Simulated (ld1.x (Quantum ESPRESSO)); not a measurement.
## u(r) = r·R(r): atom against pseudo-atom (zinc)

Columns: radius, all-electron u(r) and pseudo u(r) of the 4p shell (level -1.54 eV) of zinc in the configuration [Ar] 3d10 4s1.75 4p0.25; LDA (PZ), scalar-relativistic, RRKJ scheme, ld1.x (Quantum ESPRESSO) 7.5.

| r (bohr) | all-electron | pseudo |
| --- | --- | --- |
| 0.140 | 0.0954 | 0.0023 |
| 0.280 | -0.0405 | 0.0092 |
| 0.420 | -0.1504 | 0.0212 |
| 0.560 | -0.1663 | 0.0390 |
| 0.700 | -0.1203 | 0.0629 |
| 0.840 | -0.0468 | 0.0930 |
| 0.980 | 0.0340 | 0.1291 |
| 1.120 | 0.1121 | 0.1700 |
| 1.260 | 0.1831 | 0.2143 |
| 1.400 | 0.2457 | 0.2600 |
| 1.540 | 0.2995 | 0.3049 |
| 1.680 | 0.3451 | 0.3468 |
| 1.820 | 0.3832 | 0.3843 |
| 1.960 | 0.4146 | 0.4160 |
| 2.100 | 0.4399 | 0.4417 |
| 2.240 | 0.4600 | 0.4616 |
| 2.380 | 0.4754 | 0.4765 |
| 2.520 | 0.4867 | 0.4871 |
| 2.660 | 0.4944 | 0.4945 |
| 2.800 | 0.4991 | 0.4991 |
| 2.940 | 0.5010 | 0.5010 |
| 3.080 | 0.5006 | 0.5006 |
| 3.220 | 0.4981 | 0.4981 |
| 3.360 | 0.4939 | 0.4939 |
| 3.500 | 0.4882 | 0.4882 |
| 3.640 | 0.4811 | 0.4811 |

Task: How many radial nodes do the two functions have?

Result: The all-electron 4p function has n − l − 1 = 2; the pseudo-wave has 0, since the states of the same l below it are removed with the core.

Task: At about which radius was the pseudo-wave matched?

Result: 2.80 bohr. The columns agree to 0.0005 from 2.52 bohr on; several derivatives are matched, so the curves merge somewhat inside the radius.

Task: Where does each function peak?

Result: Outermost all-electron maximum near 2.94 bohr, pseudo maximum near 2.94 bohr (to the table’s step).

Task: Is the pseudo-wave norm-conserving?

Result: Yes: the RRKJ scheme keeps the norm inside the radius equal to the all-electron one, which fixes the energy derivative of the logarithmic derivative at the level.
